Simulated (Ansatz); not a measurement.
`C=[CH][SnH]([CH3])[F]` + NH₃ → `[CH3][SnH]([NH2])[F]` + `C=C` at 700 K and 1 bar (ligand exchange at the Sn–C bond).

Calculated with Ansatz (gas phase, PBE0-D4/def2-TZVP geometries, no zero-point term in ΔE). CCSD(T)/CBS adds triple-zeta CCSD(T) − MP2 to the extrapolated MP2 energy (def2 sets, frozen cores). This one scheme is used for every species. def2 core potentials past Kr. For Sn outer-core shells are correlated without core-valence functions, which leaves a few kJ/mol of doubt a bond. One conformer a species, not always the lowest.

```tsv
species	CCSD(T)/CBS energy (Eh)	H − E (kJ/mol)	S (J/(mol·K))
`C=[CH][SnH]([CH3])[F]`	-432.19683	316.7	519.3
NH₃	-56.50880	116.9	226.5
`[CH3][SnH]([NH2])[F]`	-410.22990	262.4	480.7
`C=C`	-78.48111	168.9	268.4
```

H − E and S are ideal-gas, rigid-rotor, harmonic terms from PBE0-D4/def2-TZVP, for one conformer and one mirror image of each species. 1 Eh = 2625.50 kJ/mol, R = 8.31446 J/(mol·K).

Q: By hand: ΔE, ΔH, ΔS and ΔG.

A: ΔE = (-410.22990) + (-78.48111) − (-432.19683) − (-56.50880) = -0.00538 Eh = -14.1 kJ/mol. Δ(H − E) = 262.4 + 168.9 − 316.7 − 116.9 = -2.3, so ΔH = -16.4 kJ/mol. ΔS = 480.7 + 268.4 − 519.3 − 226.5 = 3.3 J/(mol·K). ΔG = -16.4 − 700 × (3.3)/1000 = -18.7 kJ/mol.

Q: By hand: the equilibrium constant, and the temperature at which ΔG would vanish if ΔH and ΔS stayed fixed.

A: log₁₀ K = −ΔG/(RT ln 10) = 1.4. ΔH and −TΔS have one sign here, so there is no such temperature.

The number of gas molecules stays the same, so ΔS is small and ΔH decides. A doubt of 5 kJ/mol in ΔE shifts log₁₀ K by 0.4 here. Other conformers and mirror images would add mixing entropy, several J/(mol·K) or more a flexible species. Modes under 60 cm⁻¹, often nearly free rotors, make the harmonic entropy too high. These are equilibria of isolated gas molecules and say nothing of rates. Largest T1 diagnostic: 0.013 (customary marks: 0.02 for closed shells, 0.045 for open ones).

ΔS is within the doubt of such terms, so its sign, and with it that verdict, could turn.
